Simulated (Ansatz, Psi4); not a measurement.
Intermolecular potential of H2 ··· H4OSi (SMILES [H][H] and O[SiH3]). Monomers: optimised at B3LYP-D3(BJ) (def2-TZVP), held rigid. Orientation: a random orientation, not optimised. The monomers approach along the line of their centres of mass (distance R); nothing else relaxes.

Geometry at R = 3.57 Å (first 2 atoms: monomer A):
```
8

H      0.3719     0.0000     0.0000
H     -0.3719     0.0000     0.0000
Si    -1.1999     2.0560     2.2436
O     -0.2026     3.2700     2.7560
H     -2.4369     1.9831     3.0603
H     -0.5293     0.7335     2.3075
H     -1.5410     2.3782     0.8444
H      0.1338     3.2407     3.6545
```

Methods: PBE/def2-TZVP, counterpoise-corrected (Psi4); PBE-D3(BJ)/def2-TZVP, counterpoise-corrected (Psi4); B3LYP/def2-TZVP, counterpoise-corrected (Psi4); CCSD(T)/aug-cc-pVTZ = Ansatz (a quantum-chemistry and plane-wave program) with CCSD(T) on RHF/aug-cc-pVTZ, frozen core, counterpoise-corrected.

Interaction energies in kJ/mol; the last columns give the difference from CCSD(T):

```csv
R / Å,PBE/def2-TZVP,PBE-D3(BJ)/def2-TZVP,B3LYP/def2-TZVP,CCSD(T)/aug-cc-pVTZ,PBE/def2-TZVP − CCSD(T)/aug-cc-pVTZ,PBE-D3(BJ)/def2-TZVP − CCSD(T)/aug-cc-pVTZ,B3LYP/def2-TZVP − CCSD(T)/aug-cc-pVTZ
2.90,38.71,35.90,44.06,39.76,-1.05,-3.86,4.29
3.12,19.99,17.43,23.85,19.67,0.32,-2.24,4.18
3.36,9.16,6.90,12.01,8.30,0.86,-1.40,3.72
3.57,4.27,2.30,6.58,3.39,0.88,-1.09,3.19
3.79,1.63,-0.04,3.56,0.92,0.70,-0.96,2.63
3.98,0.47,-0.94,2.16,-0.04,0.51,-0.90,2.19
4.34,-0.33,-1.31,0.96,-0.55,0.22,-0.75,1.52
4.54,-0.41,-1.19,0.68,-0.55,0.14,-0.64,1.23
5.14,-0.24,-0.63,0.33,-0.32,0.08,-0.31,0.65
5.79,-0.07,-0.25,0.15,-0.15,0.08,-0.11,0.30
6.68,0.00,-0.07,0.04,-0.05,0.05,-0.02,0.10
8.09,0.01,-0.02,0.01,-0.01,0.02,0.00,0.02
```

PBE/def2-TZVP is furthest from CCSD(T)/aug-cc-pVTZ at 2.90 (-1.05 kJ/mol, below); its mean absolute difference over the points is 0.41 kJ/mol.

PBE-D3(BJ)/def2-TZVP is furthest from CCSD(T)/aug-cc-pVTZ at 2.90 (-3.86 kJ/mol, below); its mean absolute difference over the points is 1.02 kJ/mol.

B3LYP/def2-TZVP is furthest from CCSD(T)/aug-cc-pVTZ at 2.90 (4.29 kJ/mol, above); its mean absolute difference over the points is 2.00 kJ/mol.
